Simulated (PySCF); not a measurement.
IrO₄, SMILES [O]=[Ir+](=[O])(=[O])=[O], charge +1, multiplicity 1. Geometry optimised at PBE0-D3(BJ)/def2-SVP. The multiplicity is an assumed one; other spin states were not compared. The def2 effective core potentials stand for the cores of Ir; spin–orbit coupling is left out.

Computed equilibrium geometry at PBE0-D3(BJ)/def2-SVP (PySCF confirms it by a frequency run) as Cartesian coordinates in Å, and its point group:
point group Td.
```xyz
5

Ir     0.0000     0.0000     0.0000
O     -0.9706     0.9706    -0.9706
O      0.9706     0.9706     0.9706
O      0.9706    -0.9706    -0.9706
O     -0.9706    -0.9706     0.9706
```
Charge +1, spin multiplicity 1.
